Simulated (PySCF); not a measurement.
B(H)(Me)(NCO) (C2H4BNO), SMILES O=C=NBC. Atoms are numbered in the order given.

```xyz
9

B     -0.6165    -1.1859     0.0000
H     -1.8018    -1.4317     0.0000
C      0.4383    -2.3415     0.0000
H      0.2671    -2.9934    -0.8765
H      1.4865    -2.0090     0.0000
H      0.2671    -2.9934     0.8765
N     -0.2400     0.1804     0.0000
C     -0.0039     1.3557     0.0000
O      0.2421     2.5011     0.0000
```
Charge 0, spin multiplicity 1.

Geometry: B3LYP-D3(BJ)/def2-SVP. Other conformers were not sampled.

Level of theory: PySCF with B3LYP-D3(BJ)/def2-SVP.

No scaling factor is applied to the harmonic values.

```tsv
mode	ν (cm⁻¹)	IR (km/mol)	Raman (Å⁴/amu)	depolarisation	moving atoms (share of kinetic energy)
1	56	0.3	2.1	0.74	N 46 %, O 23 %, C 17 %, H 12 %
2	63	0.9	0.1	0.75	H 91 %
3	147	0.3	0.5	0.75	N 55 %, O 15 %, H 15 %, B 10 %
4	381	3.4	1.8	0.38	H 27 %, C 27 %, N 25 %, B 16 %
5	564	25.8	1.4	0.73	C 74 %, O 17 %, N 9 %
6	629	14.9	0.9	0.75	C 50 %, H 33 %, O 9 %
7	643	13.9	1.8	0.75	H 58 %, C 28 %
8	713	3.6	5.3	0.15	H 44 %, C 27 %, B 17 %, O 11 %
9	943	43.7	8.0	0.30	H 49 %, B 30 %, O 11 %
10	956	52.5	1.2	0.75	H 51 %, B 36 %, C 12 %
11	1023	19.7	4.8	0.31	H 47 %, B 31 %, C 22 %
12	1201	175.4	0.4	0.68	H 58 %, B 32 %
13	1318	108.9	9.6	0.67	H 67 %, C 26 %
14	1428	3.4	16.8	0.71	H 92 %
15	1432	3.3	12.7	0.75	H 96 %
16	1615	83.2	42.9	0.28	N 50 %, O 30 %, B 15 %
17	2464	1604.4	7.0	0.09	C 67 %, N 21 %, O 11 %
18	2580	131.1	136.3	0.21	H 91 %, B 9 %
19	3014	0.1	188.3	0.02	H 97 %
20	3074	4.4	116.0	0.75	H 91 %, C 9 %
21	3131	14.7	73.7	0.75	H 91 %, C 9 %
```
